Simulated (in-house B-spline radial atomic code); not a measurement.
The numbers below are computed, except where a source is named.
# Ar in an electron gas of r_s = 2: phase shifts, screening, friction and resistivity

A nucleus sits in a uniform electron gas with a rigid positive background. The Kohn-Sham equations are solved self-consistently in the spin-unpolarised LDA (PW92), non-relativistic, on B-splines with outgoing waves at the boundary and partial waves to l = 8. The model has no lattice, no bands and no magnetic solution. Atomic units; δ_l are the phase shifts at the Fermi level, counted so that each bound state adds π, and good to about 0.0005.

The density parameter is r_s = 2 bohr, near that of the valence electrons of Si (4 per atom, density 2.33 g/cm³, mass 28.09 u, which gives r_s = 2.01).

```json
{"l": "0", "δ_l (rad)": "7.9455"}
{"l": "1", "δ_l (rad)": "5.4579"}
{"l": "2", "δ_l (rad)": "0.7044"}
{"l": "3", "δ_l (rad)": "0.0483"}
{"l": "4", "δ_l (rad)": "0.0081"}
{"l": "5", "δ_l (rad)": "0.0018"}
{"l": "6", "δ_l (rad)": "0.0003"}
{"l": "7", "δ_l (rad)": "0.0002"}
{"l": "8", "δ_l (rad)": "0.0001"}
```

Bound levels below the band bottom (hartree): s -113.4, s -10.43, p -8.078, s -0.5903, p -0.1113.

Check the Friedel sum rule, and say where the screening charge sits.

k_F = (9π/4)^(1/3)/r_s = 0.95958. The rule is Z = (2/π) Σ (2l + 1) δ_l. The terms are s 5.058, p 10.424, d 2.242, f 0.215 and 0.064 beyond, in all 18.004 against Z = 18. Bound states hold 6 s, 12 p, 0 d electrons, so the scattering states carry 0.00 in all; where a term is smaller than its bound count, the bound level has drawn weight out of the band.

Find the transport cross section and the electronic stopping of a 1 keV Ar ion (mass 39.95 u).

σ_tr = (4π/k_F²) Σ (l + 1) sin²(δ_l − δ_(l+1)). The terms for l = 0 to 3 are 0.3701, 1.9966, 1.1164, 0.0065, all together 3.4898, so σ_tr = 13.647 × 3.4898 = 47.627 bohr². With n = 3/(4π r_s³) = 0.02984, the friction coefficient is Q = n k_F σ_tr = 1.3638. For v well below v_F = 0.960, dE/dx = Q v; with 24801 eV per u at v = 1, v = √(1000/(24801 × 39.95)) = 0.0318, so dE/dx = 0.04333 hartree/bohr = 22.3 eV/nm. The largest term couples the p and d waves.

What residual resistivity would 1 atomic per cent of such centres give in a metal of this density?

Δρ = k_F n_i σ_tr/n in atomic units of 21.74 μΩ·cm. With one host atom per 4 electrons, n_i/n = 0.01/4, so Δρ = 0.9596 × 0.00250 × 47.627 × 21.74 = 2.48 μΩ·cm. This is an atom added to the gas, as on an interstitial site.
